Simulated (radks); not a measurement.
All-electron atom: Ti4+ in [Ar] (the NIST ground configuration). All-electron calculation, Dirac Kohn-Sham, PBE, spin-unpolarised, spherical densities, point nucleus; speed of light set to 685.18 atomic units (5 times the physical value, a model run). Program: a radial shooting solver on a logarithmic mesh with Libxc functionals.

Spin-orbit splittings of the eigenvalues, e(l+1/2) - e(l-1/2), with zeta = 2 splitting/(2l+1) and mean radii in bohr:

shell  occ.  splitting (eV)  zeta (eV)  <r> j=l-1/2  <r> j=l+1/2
2p        6          0.2276     0.1517       0.2907       0.2908
3p        6               ?          ?        1.028        1.029

Estimate the 3p splitting.

Answer. 0.02897 eV (zeta = 0.01932 eV).
